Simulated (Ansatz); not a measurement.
## Which is lower?

Two relaxed structures of CH2OSe, closed shell (PBE0-D4/def2-TZVP; forces vanish, vibrations not checked).

A:

```xyz
5
angstrom
O -0.6441 -0.7657 1.0615
C -1.4501 -1.5216 0.8575
Se 1.1017 1.1626 -1.2929
H 1.9635 2.2431 -1.7845
H 1.3630 1.5393 0.0998
```

B:

O1  (-0.629, -0.644, 1.125)
C2  (-0.446, -0.451, -0.035)
Se3  (0.799, 0.813, -0.785)
H4  (-0.982, -0.987, -0.839)
H5  (1.257, 1.269, 0.534)
(Å)

Computed with Ansatz 0.2.0 (basis: def2-TZVPP); correlated methods freeze the cores. Filled d shells of the heavier atoms are correlated. The def2 sets are not built for correlating such inner shells, so the correlated values are less sure here. B3LYP uses VWN-RPA correlation.

Which structure is lower at CCSD(T), and by how much? (An estimate is asked for; the value comes from the calculation.)

Computed: A, by 0.072 eV (electronic energy, against the other). By their contacts, A is a complex of H₂Se + CO and B is CH₂OSe ([O][CH][SeH]).

Do the other methods give the same order? (A judgement: the text doesn't fix the answer.)

Computed: Not all: PBE-D4, r2SCAN-D4, PBE0-D4, B3LYP-D4, MP2 give the other order.

```
   method  E(B) − E(A) (eV)
   PBE-D4            -0.557
r2SCAN-D4            -0.433
  PBE0-D4            -0.401
 B3LYP-D4            -0.213
  wB97M-V             0.004
       HF             0.584
      MP2            -0.053
     CCSD             0.153
  CCSD(T)             0.072
```

No T1 diagnostic of these runs exceeds 0.015.

Labels in which every atom is bracketed show which atoms are joined, not bond orders.

For scale, one of the runs: CCSD(T)/def2-TZVPP, 138 basis functions, launched by `ansatz run in.yaml --threads 2 --pin off --events-out ev --progress --plain --max-ram 4352MiB`. Time: 17 s of wall clock on 2 CPU threads of an Arm Neoverse V2; the host was shared. Peak host memory: 0.8 GiB.
